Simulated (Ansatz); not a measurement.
Wavefunction ladder for `CO[Si](Cl)(Cl)Cl`

```xyz
9

C     0.1863   -0.1447   -1.4166
O    -0.0895    0.7084   -0.3187
Si   -0.1853    0.2629    1.2237
Cl   -1.6480   -1.1238    1.4885
Cl   -0.6011    1.9166    2.3010
Cl    1.5667   -0.5534    1.8535
H     0.1726    0.4674   -2.3176
H    -0.5730   -0.9264   -1.5022
H     1.1714   -0.6071   -1.3116
```

The species carries charge 0 and has multiplicity 1. The structure was optimised at the PBE0-D4/def2-TZVP level. It is one conformer, not always the lowest. Frozen core, restricted reference, Ansatz. CBS rows extrapolate triple and quadruple zeta; past MP2 they add the triple-zeta difference.

```tsv
basis	HF (Eh)	MP2 corr.
def2-SVP	-1781.49303	-0.80787
def2-TZVPP	-1782.21868	-1.08490
def2-QZVPP	-1782.27170	-1.18489
```

(1) Estimate the CCSD correlation energy and the (T) correction in each basis where they were run (hartree).

Answers

(1) 
```csv
basis,CCSD corr.,(T)
def2-SVP,-0.86273,-0.02020
def2-TZVPP,-1.14404,-0.04785
CBS(def2),-1.31809,as TZ
```
